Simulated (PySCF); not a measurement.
Dipole response of Nb³⁺ (niobium, charge +3)

[Kr] 4d2, high-spin 3F determinant. Computed with PySCF 2.14 in aug-cc-pVTZ-DK (9s8p6d3f2g, 102 functions), with scalar relativity by spin-free X2C-1e. Coupled (time-dependent) response in atomic units; α is the mean over directions.

```json
{"method": "PBE0", "mean α (bohr³)": "5.853", "C₆ (like pair)": "25.08", "S(−4)": "11.74"}
```

S(−4) is the Cauchy moment in α(ω) = α(0) + S(−4) ω² + …

Spin-orbit coupling is absent.

α(iu) at PBE0:

```csv
u (hartree),α(iu) (bohr³)
0,5.853
0.0500,5.824
0.100,5.740
0.200,5.449
0.300,5.071
0.500,4.306
0.750,3.503
1.00,2.871
1.50,1.976
2.00,1.408
3.00,0.7928
5.00,0.3416
```

A single London oscillator, α(iu) = α/(1 + u²/ω²), gives C₆ = (3/4) ω α². Matching the computed C₆ needs ω = 4 × 25.08 / (3 × 5.853²) = 0.976 hartree.

For an ion, C₆ is the dispersion term alone; charge-induced terms of lower order in 1/R come first.
